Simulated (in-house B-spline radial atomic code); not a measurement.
In IV (In3+): [Kr] 4d10 (with a hole in an inner shell)

Method: Dirac-Kohn-Sham PBE, spherical fractional occupations, Fermi nucleus of rms radius 4.6156 fm. Calculated with a radial B-spline atomic code at the basis-set limit.

Effective charges: Z_r = [3n² - l(l+1)]/(2<r>) from the radius, Z_e = n√(-2ε) from the energy, and Slater's rules. Values are occupation-weighted means over j. An effective charge above Z reflects the relativistic contraction of the inner shells.

```json
{"shell": "1s", "electrons": "2", "ε (eV)": "-27765", "<r> (bohr)": "0.02971", "Z_r": "50.48", "Z_e": "45.17", "Slater": "48.70"}
{"shell": "2s", "electrons": "2", "ε (eV)": "-4181.3", "<r> (bohr)": "0.1281", "Z_r": "46.83", "Z_e": "35.06", "Slater": "44.85"}
{"shell": "2p", "electrons": "6", "ε (eV)": "-3760.8", "<r> (bohr)": "0.112", "Z_r": "44.66", "Z_e": "33.25", "Slater": "44.85"}
{"shell": "3s", "electrons": "2", "ε (eV)": "-817.5", "<r> (bohr)": "0.3483", "Z_r": "38.76", "Z_e": "23.25", "Slater": "37.75"}
{"shell": "3p", "electrons": "6", "ε (eV)": "-679.12", "<r> (bohr)": "0.3468", "Z_r": "36.05", "Z_e": "21.20", "Slater": "37.75"}
{"shell": "3d", "electrons": "10", "ε (eV)": "-461.9", "<r> (bohr)": "0.3244", "Z_r": "32.37", "Z_e": "17.48", "Slater": "27.85"}
{"shell": "4s", "electrons": "2", "ε (eV)": "-149.19", "<r> (bohr)": "0.8479", "Z_r": "28.30", "Z_e": "13.25", "Slater": "21.25"}
{"shell": "4p", "electrons": "6", "ε (eV)": "-107.86", "<r> (bohr)": "0.9202", "Z_r": "24.99", "Z_e": "11.26", "Slater": "21.25"}
{"shell": "4d", "electrons": "10", "ε (eV)": "-47.876", "<r> (bohr)": "1.151", "Z_r": "18.25", "Z_e": "7.50", "Slater": "9.85"}
```

The least bound orbital is 4d5/2 at -47.52 eV, and it is also the most diffuse (<r> = 1.156 bohr).

Spin-orbit splittings of the orbital energies (j = l + 1/2 above j = l - 1/2 when positive): 2p 210.9 eV, 3p 38.09 eV, 3d 7.804 eV, 4p 6.653 eV, 4d 0.8873 eV.

For the 1s electron the small component carries 3.23 % of the norm, the zero-frequency Breit interaction raises the level by 63.48 eV, self-energy by 35.82 eV, and vacuum polarisation lowers it by 4.642 eV.

The density falls to 0.001 bohr⁻³ at 2.981 bohr; Σ<r²> = 25.623 bohr² gives, by the non-relativistic formula and without the paramagnetism of open shells, a Langevin diamagnetic susceptibility of -20.29×10⁻⁶ cm³/mol.
